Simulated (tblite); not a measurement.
C2H16Si5.
Bonds: C1–Si2, Si2–C3, Si2–Si4, Si4–Si5, Si4–Si6, Si4–Si7. Hydrogens: H8, H9, H10 on C1; H11 on Si2; H12, H13, H14 on C3; H15, H16, H17 on Si5; H18, H19, H20 on Si6; H21, H22, H23 on Si7.

Computed with GFN2-xTB (tblite), gas phase: L-BFGS steps from a force-field or distance-geometry start until the largest atomic force falls under 0.01 eV/Å.

Step 5: E = -571.9365 eV
```
atom  x, y, z in Å  |  force x, y, z in eV/Å
C1      2.4790    0.2856   -1.0683    0.113   0.066  -0.055
Si2     1.3760   -0.6886    0.1393   -0.151   0.054  -0.106
C3      1.8956   -0.2814    1.9208   -0.001  -0.060   0.110
Si4    -0.8579   -0.0577   -0.1727    0.207  -0.003  -0.055
Si5    -1.4741   -0.5566   -2.3567    0.125   0.078   0.407
Si6    -2.1831   -1.2531    1.3012    0.219   0.201  -0.294
Si7    -1.1244    2.2243    0.2044    0.015  -0.418  -0.085
H8      2.1942    0.0730   -2.0977    0.068  -0.004   0.100
H9      3.5318    0.0321   -0.9512   -0.078   0.032  -0.065
H10     2.3859    1.3642   -0.9262   -0.014  -0.195   0.033
H11     1.5504   -2.1386   -0.1080    0.148   0.098   0.056
H12     1.7827    0.7787    2.1452    0.026  -0.113  -0.068
H13     1.2722   -0.8309    2.6245    0.083   0.050  -0.035
H14     2.9290   -0.5554    2.1107    0.013   0.029   0.065
H15    -2.8599   -0.1697   -2.5386   -0.220  -0.003  -0.231
H16    -0.6345    0.1857   -3.2801    0.020   0.025  -0.262
H17    -1.3224   -1.9815   -2.5951   -0.039  -0.142  -0.195
H18    -3.5623   -0.8706    1.0883   -0.350  -0.047   0.108
H19    -1.7967   -0.9465    2.6613   -0.049  -0.047   0.348
H20    -2.0273   -2.6727    1.0592   -0.081  -0.285   0.088
H21    -0.2967    2.9802   -0.7215    0.042   0.236  -0.036
H22    -0.7393    2.5389    1.5694    0.017   0.219   0.154
H23    -2.5231    2.5675    0.0020   -0.113   0.228   0.019
```

Step 6: E = -571.9757 eV
```
atom  x, y, z in Å  |  force x, y, z in eV/Å
C1      2.4885    0.2812   -1.0691    0.125   0.102  -0.092
Si2     1.3809   -0.7033    0.1368   -0.056   0.027  -0.057
C3      1.9055   -0.2852    1.9241   -0.019  -0.058   0.137
Si4    -0.8742   -0.0564   -0.1746    0.373  -0.031  -0.022
Si5    -1.4754   -0.5574   -2.3673    0.049   0.062   0.274
Si6    -2.1909   -1.2597    1.3095    0.183   0.170  -0.200
Si7    -1.1249    2.2355    0.2069    0.009  -0.316  -0.042
H8      2.2045    0.0778   -2.1012    0.043  -0.043   0.112
H9      3.5490    0.0464   -0.9675   -0.151  -0.042  -0.004
H10     2.3949    1.3607   -0.9299   -0.066  -0.198   0.081
H11     1.5796   -2.1661   -0.1074    0.089   0.324   0.087
H12     1.7886    0.7765    2.1487    0.014  -0.155  -0.120
H13     1.2810   -0.8306    2.6325    0.073   0.055  -0.084
H14     2.9389   -0.5515    2.1383   -0.054   0.022  -0.051
H15    -2.8680   -0.1778   -2.5684   -0.101  -0.022  -0.186
H16    -0.6432    0.1797   -3.3121   -0.029  -0.023  -0.146
H17    -1.3320   -1.9864   -2.6234   -0.030  -0.041  -0.141
H18    -3.5784   -0.8864    1.1087   -0.283  -0.049   0.098
H19    -1.8156   -0.9614    2.6821   -0.055  -0.054   0.204
H20    -2.0445   -2.6868    1.0778   -0.066  -0.192   0.078
H21    -0.3016    3.0108   -0.7165   -0.003   0.139   0.021
H22    -0.7422    2.5704    1.5763   -0.012   0.145   0.021
H23    -2.5251    2.5971    0.0059   -0.031   0.177   0.029
```

Step 7: E = -571.9971 eV
```
atom  x, y, z in Å  |  force x, y, z in eV/Å
C1      2.4953    0.2793   -1.0705    0.058   0.054  -0.058
Si2     1.3839   -0.7104    0.1347    0.061   0.035   0.003
C3      1.9113   -0.2886    1.9271   -0.023  -0.049   0.064
Si4    -0.8773   -0.0561   -0.1762    0.406  -0.049   0.009
Si5    -1.4754   -0.5568   -2.3689   -0.023   0.027   0.075
Si6    -2.1926   -1.2606    1.3110    0.064   0.079  -0.064
Si7    -1.1250    2.2367    0.2076   -0.001  -0.129  -0.006
H8      2.2111    0.0797   -2.1017    0.014  -0.067   0.058
H9      3.5568    0.0537   -0.9769   -0.110  -0.091   0.038
H10     2.3988    1.3559   -0.9303   -0.089  -0.113   0.105
H11     1.5982   -2.1766   -0.1056    0.055   0.390   0.090
H12     1.7923    0.7728    2.1486    0.000  -0.121  -0.127
H13     1.2870   -0.8299    2.6363    0.027   0.019  -0.064
H14     2.9438   -0.5489    2.1534   -0.055   0.002  -0.107
H15    -2.8743   -0.1831   -2.5891    0.016  -0.039  -0.135
H16    -0.6491    0.1756   -3.3332   -0.079  -0.068  -0.039
H17    -1.3382   -1.9897   -2.6424   -0.026   0.059  -0.088
H18    -3.5924   -0.8967    1.1225   -0.137  -0.065   0.094
H19    -1.8278   -0.9713    2.6975   -0.068  -0.065   0.046
H20    -2.0557   -2.6981    1.0902   -0.059  -0.053   0.076
H21    -0.3047    3.0310   -0.7130   -0.052   0.048   0.078
H22    -0.7442    2.5913    1.5804   -0.035   0.079  -0.088
H23    -2.5265    2.6175    0.0087    0.055   0.117   0.037
```

Q: Estimate the geometry and energy of step 8. (The exact step hangs on the optimiser's Hessian estimate; all steps are aligned on step 7, rigid shifts and turns removed.)

A: E = -572.0119 eV, largest force 0.351 eV/Å
```
atom  x, y, z in Å  |  force x, y, z in eV/Å
C1      2.4994    0.2787   -1.0719   -0.020  -0.014  -0.003
Si2     1.3870   -0.7121    0.1336    0.142   0.061   0.051
C3      1.9139   -0.2916    1.9289   -0.017  -0.037  -0.030
Si4    -0.8701   -0.0568   -0.1772    0.337  -0.060   0.030
Si5    -1.4754   -0.5556   -2.3668   -0.065  -0.005  -0.083
Si6    -2.1918   -1.2589    1.3096   -0.048  -0.009   0.044
Si7    -1.1249    2.2334    0.2075   -0.008   0.036   0.016
H8      2.2150    0.0793   -2.1008   -0.011  -0.073  -0.009
H9      3.5588    0.0555   -0.9811   -0.029  -0.112   0.060
H10     2.3989    1.3513   -0.9282   -0.088  -0.011   0.106
H11     1.6094   -2.1740   -0.1027    0.045   0.340   0.075
H12     1.7942    0.7685    2.1458   -0.013  -0.049  -0.106
H13     1.2903   -0.8294    2.6374   -0.024  -0.028  -0.018
H14     2.9455   -0.5475    2.1591   -0.020  -0.023  -0.118
H15    -2.8777   -0.1866   -2.6031    0.088  -0.047  -0.089
H16    -0.6537    0.1721   -3.3455   -0.105  -0.091   0.028
H17    -1.3420   -1.9904   -2.6544   -0.023   0.119  -0.048
H18    -3.6031   -0.9035    1.1318    0.003  -0.078   0.086
H19    -1.8356   -0.9778    2.7072   -0.077  -0.069  -0.071
H20    -2.0629   -2.7055    1.0984   -0.053   0.065   0.073
H21    -0.3074    3.0428   -0.7096   -0.081  -0.014   0.110
H22    -0.7459    2.6042    1.5811   -0.046   0.033  -0.144
H23    -2.5264    2.6309    0.0110    0.111   0.065   0.040
```

The energy changes by -0.0148 eV. The first-order estimate −F·Δx gives -0.0203 eV and the mean of the old and new forces, exact on a quadratic surface, -0.0148 eV. The step makes an angle of 57° with the force vector and moves no atom by more than 0.016 Å.

What follows is the cost of the whole relaxation. Time: 1.0 s. Hardware: one thread, Arm Neoverse N1 (aarch64), on a shared host.
